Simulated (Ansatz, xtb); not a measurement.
**Isomers of C4H12B2 in order of energy**

5 gas-phase structures of C4H12B2, from a drawn sample of its isomers (lower ones may exist). Each was relaxed with GFN2-xTB; where two conformers were screened, the lower at r2SCAN-D4/def2-SVP//GFN2-xTB is listed:

A. `B[C@H](BC)CC`, a singlet
B. `BCBC(C)C`, a singlet
C. `BCBCCC`, a singlet
D. `BC(B)C(C)C`, a singlet
E. `BCC(B)(C)C`, a singlet

**Question.** Which do you expect lowest at r2SCAN-D4/def2-SVP//GFN2-xTB, and how would the others follow?

**Answer.** Calculated order at r2SCAN-D4/def2-SVP//GFN2-xTB: C (0.0), A (3.3), B (6.2), D (56.5), E (85.1) kJ/mol. Less than 1 kcal/mol parts C and A; A and B, so the order within those pairs means little.

Energies above the lowest of each column, in kJ/mol; the last columns are at r2SCAN-D4/def2-SVP geometries and were run for some of them only (a dash: not run or not comparable):

| structure | GFN2-xTB | HF/STO-3G | r2SCAN-D4/def2-SVP//GFN2-xTB | r2SCAN-D4/def2-SVP | CCSD(T)/def2-SVP + ΔMP2/def2-TZVPP |
| --- | --- | --- | --- | --- | --- |
| C | 11.4 | 0.0 | 0.0 | 0.0 | 0.0 |
| A | 13.0 | 6.1 | 3.3 | 1.1 | 0.3 |
| B | 16.8 | 8.9 | 6.2 | 5.8 | 2.8 |
| D | 0.0 | 51.8 | 56.5 | 52.8 | – |
| E | 23.9 | 73.6 | 85.1 | – | – |

CCSD(T)/def2-SVP + ΔMP2/def2-TZVPP puts C lowest of those it was run on, with A and B within 1 kcal/mol; GFN2-xTB picks D. Flexible structures stand in one conformer each, not always the lowest. Frequencies (GFN2-xTB) were run for A, B, C alone. ΔMP2 is the change of the MP2 energy from the smaller to the larger basis.

Over these structures GFN2-xTB departs from r2SCAN-D4/def2-SVP//GFN2-xTB by 33.3 kJ/mol on average once a common shift is removed. A GFN2-xTB relaxation took about 0.098 s and the r2SCAN-D4/def2-SVP//GFN2-xTB energy about 0.58 s on a shared host (Ansatz 0.2.0, xtb 6.7.1).
